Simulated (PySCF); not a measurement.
## Calculated properties of `FC1=CC=NC=C1`

Species: C5H4FN.
Geometry (GFN2-xTB, Å), atoms numbered from 1 in this order:
```xyz
11
C5H4FN angstrom
F     -0.1950    2.4736    0.1516
C     -0.0894    1.1357    0.0680
C     -1.2347    0.3619   -0.0040
C     -1.0575   -1.0112   -0.0891
N      0.1267   -1.5958   -0.1018
C      1.2045   -0.8358   -0.0310
C      1.1636    0.5480    0.0558
H     -2.2117    0.8158    0.0063
H     -1.9086   -1.6757   -0.1495
H      2.1498   -1.3611   -0.0437
H      2.0577    1.1472    0.1114
```

Among its groups: pyridine-type ring nitrogen and C–F bond.

**GFN2-xTB geometry**

```
Point group of the GFN2-xTB geometry                  : C2v
Rotational constants A, B, C of the GFN2-xTB geometry : 6.071, 2.599, 1.820 GHz
```

From B3LYP/def2-SVPD ground state and vertical TDDFT (core frozen in the response) (PySCF):

```
Dipole moment                                                     : 0.62 D
HOMO energy                                                       : -7.43 eV
LUMO energy                                                       : -1.07 eV
HOMO–LUMO gap                                                     : 6.36 eV
Lowest singlet excitation                                         : 4.97 eV (249 nm, f = 0.000)
Strongest line among the 8 lowest singlet transitions             : S6 at 7.19 eV (173 nm, f = 0.436)
Lowest triplet excitation (Tamm–Dancoff)                          : 4.37 eV
Static isotropic polarisability                                   : 61.9 au
Electronic spatial extent ⟨r²⟩ about the centre of nuclear charge : 621 bohr²
```

Monoisotopic mass (most abundant isotopes): 97.0328 u.

S1 lies 1.39 eV below the HOMO–LUMO gap. In atomic units the dipole is 0.24 e·bohr (1 au = 2.5417 D). The 8 singlets span 4.97 to 7.55 eV, and their oscillator strengths add up to 0.85. The rotational constants make it an asymmetric top with κ = (2B − A − C)/(A − C) = -0.63, nearer the prolate limit (−1). With B = h/(8π²I), that is 505.379 GHz u Å² over I, the principal moments of inertia are 83.2, 194.4 and 277.7 u Å² (most abundant isotopes); the inertial defect Ic − Ia − Ib is 0.1 u Å² (zero for a rigid planar frame, negative otherwise). The polarisability is 9.17 Å³ as a volume (1 au = 0.148185 Å³), or 1.24 au for each of the 50 electrons. A dipole of 0.62 D is allowed in C2v, and pure rotational transitions are dipole-allowed.

Isolated species at its GFN2-xTB geometry, gas phase.

For the TDDFT job (B3LYP/def2-SVPD), time: 21 s wall. Hardware: one thread of an Arm Neoverse V1 (shared host).
